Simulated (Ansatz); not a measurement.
Cartesian coordinates in Å:
```
N -0.692 1.376 -0.847
Ti -0.411 -0.274 0.010
N 0.983 -1.141 -0.906
N 0.216 0.103 1.741
F -1.894 -1.261 0.044
H -1.270 1.489 -1.669
H -0.423 2.277 -0.480
H 1.163 -2.134 -0.841
H 1.551 -0.728 -1.631
H -0.390 0.316 2.523
H 1.166 -0.022 2.058
```

Charge 0, multiplicity 1.

Task: List the r2SCAN/def2-TZVPP orbital energies in eV (Ansatz 0.2.0). (An estimate is asked.)

Result: Ansatz gave: Occupied: -4855.96, -665.00, -537.95, -448.06, -448.03, -448.03, -384.56, -384.56, -384.56, -63.11, -39.37, -39.10, -39.10, -28.97, -21.39, -21.22, -21.22, -12.10, -12.10, -12.01, -10.14, -9.71, -9.71, -9.34, -9.07, -9.07, -6.53, -6.53, -6.13. Lowest empty: -1.90, -1.90, -0.71, -0.56, -0.56, 0.10, 1.66, 1.66.
